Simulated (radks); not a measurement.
Ag I, 47 electrons, occupied as [Kr] 4d10 5s1.

Calculated with a radial shooting solver on a logarithmic mesh with Libxc functionals: non-relativistic Kohn-Sham, BLYP, spin-polarised, spherical densities, point nucleus; open shells are filled with parallel spins first (spin-orbit coupling, left out, can overturn this in heavy ions); relativity is left out, which matters for an element this heavy.

Energy parts (eV):
part                       energy
total                 -141502.726
kinetic                141449.242
electron-nucleus      -336984.311
Hartree                 58014.259
exchange-correlation    -3981.916

Orbitals (lengths in bohr, moments of r in powers of bohr; r(max) is where P^2 peaks; r(90%) holds 90 % of the orbital's charge):
orbital	occ.	eigenvalue (eV)	r(90%)	<r^2>	r(max)
1s up	1	-24532.40	0.0576	0.001403	0.02144
1s down	1	-24532.38	0.0576	0.001404	0.02144
2s down	1	-3537.397	0.216	0.02319	0.1191
2s up	1	-3537.396	0.216	0.02319	0.1191
2p up	3	-3292.090	0.195	0.01753	0.09336
2p down	3	-3292.087	0.195	0.01753	0.09337
3s up	1	-645.0716	0.561	0.1662	0.3446
3s down	1	-645.0596	0.561	0.1662	0.3446
3p up	3	-546.2046	0.561	0.1616	0.3311
3p down	3	-546.1932	0.561	0.1616	0.3311
3d up	5	-363.3362	0.546	0.1422	0.2741
3d down	5	-363.3292	0.546	0.1422	0.2741
4s up	1	-87.5624	1.37	1.007	0.8483
4s down	1	-87.5547	1.37	1.006	0.8484
4p up	3	-56.5203	1.50	1.182	0.8873
4p down	3	-56.5023	1.50	1.180	0.8874
4d up	5	-7.8180	2.31	2.490	1.029
4d down	5	-7.6794	2.28	2.433	1.028
5s up	1	-4.2559	5.04	12.64	2.634
5s down	0	-3.7520	5.17	13.17	2.633

The highest occupied level is 5s up at -4.256 eV. Summed over all electrons, <r^2> = 49.23 bohr^2, which gives a Langevin (diamagnetic) susceptibility term of -39 x 10^-6 cm^3/mol. Spin moment in Bohr magnetons: 1. The spin density at the nucleus is 7.191 e/bohr^3 (1s 0.029, 2s 0.020, 3s -0.003, 4s -0.009, 5s 7.154).
